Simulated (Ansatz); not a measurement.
`BC(=C=N)OC` + H₂ → `COC=C=N` + BH₃  (hydrogenolysis of a C–B bond)

Isolated molecules relaxed with PBE0-D4/def2-TZVP in Ansatz; ΔE leaves out vibrations. CBS: MP2 limit from def2 TZ/QZ plus the TZ coupled-cluster correction, frozen cores. This one scheme is used for every species. One conformer a species, not always the lowest.

```csv
species,CCSD(T)/def2-TZVPP energy (Eh)
`BC(=C=N)OC`,-272.21029
H₂,-1.17233
`COC=C=N`,-246.82360
BH₃,-26.53831
```

**Question.** Work out ΔE.

**Answer.** ΔE = (-246.82360) + (-26.53831) − (-272.21029) − (-1.17233) = 0.02071 Eh = +54.4 kJ/mol. CCSD(T)/CBS gives +56.9 kJ/mol.

**Question.** What do rigid-rotor, harmonic-oscillator terms from PBE0-D4/def2-TZVP frequencies (298.15 K, 1 bar) make of the CCSD(T)/CBS value? (Best estimate.)

**Answer.** The calculation gave: ΔZPE = +12.3 kJ/mol, ΔH = +67.3 kJ/mol, ΔS = 34 J/(mol·K), ΔG = +57.2 kJ/mol.

Largest T1 diagnostic among the species: 0.015.

In def2-TZVPP, CCSD(T) changes the Hartree–Fock value by +37.3 kJ/mol (the triples alone add +9.8 kJ/mol) and MP2 by +47.5 kJ/mol. From r2SCAN to r2SCAN0 (25 % exact exchange), in def2-TZVPP and without D4, ΔE moves by −10.4 kJ/mol. The D4 term adds +9.6 kJ/mol with B3LYP and +5.3 kJ/mol with PBE0; it sums over pairs of atoms, weighted by their polarisabilities, and B3LYP, whose exchange is more repulsive, gets the larger term.

B3LYP here is the variant with VWN-RPA as its local correlation; programs differ in this.
